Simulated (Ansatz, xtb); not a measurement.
**Isomers of C3H8SeSi in order of energy**

7 gas-phase structures of C3H8SeSi, from a drawn sample of its isomers (lower ones may exist). Each was relaxed with GFN2-xTB; where two conformers were screened, the lower at r2SCAN-D4/def2-SVP is listed:

A. `C=C(C)[SiH2][SeH]`, a singlet
B. `[SeH][SiH2]C1CC1`, a singlet
C. `C=C[SiH2][Se]C`, a singlet
D. `[SiH3][Se]C1CC1`, a singlet
E. `C=CC[SiH2][SeH]`, a singlet
F. `C=C(C)[Se][SiH3]`, a singlet
G. `C=CC[Se][SiH3]`, a singlet

Task: Which do you expect lowest at r2SCAN-D4/def2-SVP, and how would the others follow?

Result: Calculated order at r2SCAN-D4/def2-SVP: A (0.0), E (0.7), B (3.6), C (4.8), F (8.5), G (10.4), D (13.8) kcal/mol. Less than 1 kcal/mol parts A and E, so the order within that pair means little.

Energies above the lowest of each column, in kcal/mol; the last columns are at PBE-D3(BJ)/def2-SVP geometries and were run for some of them only (a dash: not run or not comparable):

| structure | GFN2-xTB | HF/STO-3G | r2SCAN-D4/def2-SVP | PBE-D3(BJ)/def2-SVP | CCSD(T)/def2-SVP + ΔMP2/def2-TZVPP |
| --- | --- | --- | --- | --- | --- |
| A | 4.4 | 4.6 | 0.0 | 0.4 | 0.0 |
| E | 5.3 | 7.2 | 0.7 | 0.0 | 0.1 |
| B | 0.8 | 0.0 | 3.6 | 3.8 | 6.3 |
| C | 13.3 | 4.4 | 4.8 | 5.8 | 3.4 |
| F | 1.8 | 9.4 | 8.5 | 9.0 | 8.7 |
| G | 3.8 | 13.1 | 10.4 | 10.2 | – |
| D | 0.0 | 6.3 | 13.8 | – | – |

CCSD(T)/def2-SVP + ΔMP2/def2-TZVPP puts A lowest of those it was run on, with E within 1 kcal/mol; GFN2-xTB picks D, HF/STO-3G picks B. CCSD(T)/def2-SVP + ΔMP2/def2-TZVPP orders those it was run on as A (0.0), E (0.1), C (3.4), B (6.3), F (8.7) kcal/mol. Less than 1 kcal/mol parts A and E, so the order within that pair means little. Flexible structures stand in one conformer each, not always the lowest. Frequencies (GFN2-xTB) were run for A, B, C, E, F alone. The ΔMP2 step shifts differences by up to 4.1 kcal/mol, which makes them less sure. ΔMP2 is the change of the MP2 energy from the smaller to the larger basis.

Over these structures GFN2-xTB departs from r2SCAN-D4/def2-SVP by 6.5 kcal/mol on average once a common shift is removed. A GFN2-xTB relaxation took about 0.18 s and the r2SCAN-D4/def2-SVP energy about 1.9 s on a shared host (Ansatz 0.2.0, xtb 6.7.1).
